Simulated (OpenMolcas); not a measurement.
Pt4+ with 6 ligands (fluoride) in octahedral coordination (Oh) at 1.94 Å. A charge of +0.333 e stands 2.6 Å behind each ligand. Ligand basis ANO-RCC-VDZP.
```
Pt    0.0000    0.0000    0.0000
F     1.9400    0.0000    0.0000
F     0.0000    1.9400    0.0000
F    -1.9400    0.0000    0.0000
F     0.0000   -1.9400    0.0000
F     0.0000    0.0000    1.9400
F     0.0000    0.0000   -1.9400
```

```yaml
Program: OpenMolcas 26.06
Method: CASSCF
Basis: ANO-RCC-VDZP [7s6p4d2f]
Scalar_Hamiltonian: DKH2, point nucleus
Active_space: 6 electrons in 5 orbitals (5d)
State_averaging: 2S+1 = 5 even, 5 roots; 2S+1 = 3 even, 45 roots; 2S+1 = 1 even, 50 roots
Spin-orbit_coupling: RASSI with atomic mean-field integrals over the reference wave functions
```

(1) What is the spin-free ground state (labels of O, the rotations of Oh)?

(2) Where is the first state of the same spin?

(3) What are the lowest two levels with spin-orbit coupling?

(4) What is χT at 300 K?

(5) Which ligand-field parameters describe the states?

Answers

(1) 1A1, 1-fold in its orbital part; d6 allows 2S+1 = 5, so this is a state of lower spin.

(2) 1T1 at 29000 cm-1 above the ground state.

(3) A 1-fold level, then a 2-fold level 21247 cm-1 above it. Their leading multiplicities are 1 (86 %) and 3 (90 %).

(4) 0.02 cm3 K/mol.

(5) A least-squares ligand-field fit to the states below 45000 cm-1, each weighted by its degeneracy and with a free common offset, gives 10Dq = 30220 cm-1, B = 737 cm-1 and C = 2496 cm-1 (C/B = 3.39), with an rms deviation of 280 cm-1. The same method and metal basis give the free ion B = 931 cm-1 (fit to its terms below 60000 cm-1, rms deviation 21 cm-1), so the nephelauxetic ratio is β = 737 / 931 = 0.79; it hangs on how both fits weigh the states, and computed free-ion B values tend to be too large, so β mixes covalency with correlation.

Without dynamic correlation the repulsion within the d shell is too large (B by tens of per cent), so at a given field states of lower spin stand too high. The least metal-like active orbital is 69 % on the metal (Löwdin) and no ligand orbital is active, so the numbers are rough, and ground spin, moment and any spin crossover can be artefacts of this space; highly charged d ions in such sites are as a rule low spin. With metal d orbitals alone the field can be off either way by tens of per cent. Ligand-to-metal charge-transfer states are missing. With no ligand orbital active B as a rule stays too high, so bands that hang on it stand too high and its fall with covalency is understated. No measured value stands beside these numbers; the geometry is a model, was not optimised and need not be the one that this ion takes.
